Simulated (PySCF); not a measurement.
These are PBE-D3(BJ)/def2-TZVP // PBE-D3(BJ)/def2-SVP run with PySCF values and carry that method's errors. Gas-phase values, no solvent. 

Reference species: [Cd(Cl)2] (neutral, multiplicity 1).

- HOMO–LUMO gap: 4.30 eV
- HOMO: -7.52 eV
- mean distance from the central atom to its bonded neighbours: 2.288 Å
- charge on the central atom (Mulliken): 0.74 e

Changed species: [Cd(Cl)(Br)] (1 of 2 Cl replaced by Br; the reference has 0 of 2 Cl replaced by Br).

Problem. Predict the effect on the HOMO–LUMO gap, HOMO, mean distance from the central atom to its bonded neighbours and charge on the central atom (Mulliken).

Solution. the HOMO–LUMO gap drops by 0.25 eV, to 4.05 eV; the HOMO goes up by 0.24 eV, to -7.28 eV; the mean distance from the central atom to its bonded neighbours goes up by 0.065 Å, to 2.353 Å; the charge on the central atom (Mulliken) falls by 0.04 e, to 0.70 e.
